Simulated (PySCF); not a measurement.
Spinor energies of Cd⁴⁺ (cadmium, charge +4)

Start: [Kr] 4d8; 4d3/2 filled at m_j = -3/2, -1/2, +1/2, +3/2; 4d5/2 filled at m_j = -1/2, +1/2, +3/2, +5/2. Calculated with PySCF 2.14 in x2c-SVPall-2c (6s9p6d1f, 70 functions): generalised Hartree-Fock with the X2C-1e Hamiltonian and a Gaussian nucleus; one run each with spin-orbit coupling (SO) switched off, then screened by Boettger's factors.

```csv
spinor shell,electrons,"ε, spin-free (eV)","ε, screened SO (eV)",weight of nominal j (screened SO),"rms radius, screened SO (bohr)"
1s1/2,2,-26896.5,-26894.3,1.000,0.0349
2s1/2,2,-4127.3,-4126.7,1.000,0.142
2p1/2,2,-3703.0,-3836.6,1.000,0.124
2p3/2,4,-3703.0,-3641.4,1.000,0.128
3s1/2,2,-852.02,-851.79,1.000,0.381
3p1/2,2,-709.15,-733.77,1.000,0.375
3p3/2,4,-709.15,-697.63,1.000,0.387
3d3/2,4,-485.90,-490.38,0.997,0.361
3d5/2,6,-485.90,-482.65,0.998,0.365
4s1/2,2,-182.02,-181.95,1.000,0.935
4p1/2,2,-136.96,-142.84,0.958,0.995
4p3/2,4,-136.96,-134.10,0.979,1.02
4d3/2,4,-71.634,-72.232,0.702,1.24
4d5/2,4,-71.634,-71.076,0.734,1.25
```

| quantity | spin-free | screened SO |
| --- | --- | --- |
| E (hartree) | -5586.22076 | -5587.33220 |
| M_J | 4 | 4 |
| ⟨J²⟩ | 20.005 | 20.005 |
| ⟨L²⟩ | 12.004 | 12.094 |
| ⟨S²⟩ | 2.001 | 1.995 |

Each row is a mean over spinors that exchange with the open shell spreads, by up to 9.391 eV (4p3/2).

Rows whose weight is well below 1 are mixtures of j = l ± 1/2: exchange outweighs spin-orbit coupling there, and the label is only the starting occupation.

Breit and QED terms are absent; they matter most for the inner s and p1/2 levels.

Densities and radii are taken from the X2C orbitals without a picture-change correction, which distorts them close to the nucleus.

Without spin-orbit coupling the j labels of p, d and f shells carry no meaning; the spin-free column gives the mean over the occupied spinors of each nl shell.
